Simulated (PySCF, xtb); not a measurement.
C2H6ClFSi, SMILES F[C@@H](Cl)C[SiH3]. Other conformers were not sampled.

Harmonic wavenumbers (cm⁻¹) from xtb with GFN2-xTB at its own minimum, in rising order: 47, 129, 158, 298, 349, 486, 526, 591, 644, 745, 761, 774, 795, 798, 947, 1077, 1154, 1182, 1257, 1290, 1452, 2267, 2297, 2315, 2897, 2986, 3013.

**Question.** What does PySCF with PBE0-D3(BJ)/def2-SVP give at its own minimum? (An estimate is asked for; the answer gives what the named calculation found.)

**Answer.** 57, 131, 165, 323, 383, 511, 525, 617, 678, 804, 850, 915, 942, 948, 983, 1108, 1212, 1256, 1299, 1378, 1412, 2233, 2254, 2261, 3076, 3120, 3145. Paired by order, the mean absolute difference is 63 cm⁻¹ and the zero-point energies are 44.7 and 46.6 kcal/mol.
